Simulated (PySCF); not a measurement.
Species: Bi(vinyl)3, C6H9Bi.
Bonds: Bi1–C2, Bi1–C7, Bi1–C12, C2–C3, C7–C8, C12–C13. Hydrogens: H4 on C2; H5, H6 on C3; H9 on C7; H10, H11 on C8; H14 on C12; H15, H16 on C13.

Method: PBE0-D3(BJ)/def2-SVP geometry optimisation, gas phase, def2 core potentials past Kr in PySCF 2.14.0; density fitting, grid level 1; the optimiser is geomeTRIC in internal coordinates, started from a GFN2-xTB structure with every atom displaced at random (about 0.03 Å).

Step 0: E = -12193.2060 eV
```
atom  x, y, z in Å  |  force x, y, z in eV/Å
Bi1     0.0528   -0.0642    1.1222   -0.689   0.983  -0.066
C2      1.8046   -0.0435   -0.2054   -2.998   0.859  -1.340
C3      2.9677   -0.3700    0.1822    4.959  -1.196   1.479
H4      1.7511    0.2432   -1.2414   -0.682   0.286  -0.750
H5      3.2254   -0.6564    1.2000   -0.097  -0.165   0.447
H6      3.8708   -0.3715   -0.4626   -0.418   0.071  -0.033
C7     -0.8639    1.6101   -0.1968    0.696   0.419   2.965
C8     -1.1496    2.8477    0.1920    0.009  -0.586   1.731
H9     -1.0575    1.3477   -1.1683   -0.454  -0.981  -2.970
H10    -1.0553    3.1432    1.2571    0.171   0.047  -0.419
H11    -1.6340    3.5727   -0.4286   -0.259   0.648  -0.790
C12    -0.9435   -1.5668   -0.1530   -1.665  -0.974   0.784
C13    -1.8914   -2.4492    0.2331    2.737   2.807   2.707
H14    -0.7353   -1.5311   -1.1951    0.527   0.099  -1.298
H15    -2.1205   -2.5689    1.2975   -0.248   0.104   0.070
H16    -2.2559   -3.1768   -0.3667   -1.589  -2.421  -2.516
```

**Question.** Estimate the geometry and energy of step 1. (The exact step hangs on the optimiser's Hessian estimate; all steps are aligned on step 0, rigid shifts and turns removed.)

**Answer.** E = -12193.8432 eV, largest force 0.612 eV/Å
```
atom  x, y, z in Å  |  force x, y, z in eV/Å
Bi1     0.0095   -0.0197    1.0314    0.283  -0.263  -0.380
C2      1.8710   -0.0165   -0.2698    0.154  -0.085   0.198
C3      3.0708   -0.3379    0.2196    0.168  -0.035   0.181
H4      1.7831    0.2575   -1.3308   -0.113   0.003   0.068
H5      3.2410   -0.6171    1.2708   -0.158   0.042  -0.078
H6      3.9899   -0.3443   -0.3843   -0.140   0.038  -0.122
C7     -0.9124    1.5831   -0.2208    0.095   0.091   0.356
C8     -1.1816    2.7877    0.2822   -0.252   0.354  -0.431
H9     -1.1096    1.3305   -1.2709   -0.059   0.162   0.034
H10    -1.0119    3.1176    1.3154    0.106  -0.318   0.026
H11    -1.6143    3.5698   -0.3554   -0.029   0.034  -0.038
C12    -0.9780   -1.6096   -0.2378   -0.159   0.159   0.487
C13    -1.8708   -2.4425    0.3020   -0.062  -0.242  -0.363
H14    -0.7689   -1.6319   -1.3174    0.022  -0.056   0.126
H15    -2.1667   -2.4831    1.3589    0.220   0.208  -0.005
H16    -2.3853   -3.1775   -0.3268   -0.077  -0.094  -0.059
```

The energy changes by -0.6373 eV. The first-order estimate −F·Δx gives -1.4349 eV and the mean of the old and new forces, exact on a quadratic surface, -0.6482 eV. The step makes an angle of 72° with the force vector and moves no atom by more than 0.162 Å.

What follows is the cost of the whole optimisation. Time: 2.4 min of wall time; peak memory 0.61 GiB. Hardware: one thread of an Intel Xeon Platinum 8488C, on a shared host.
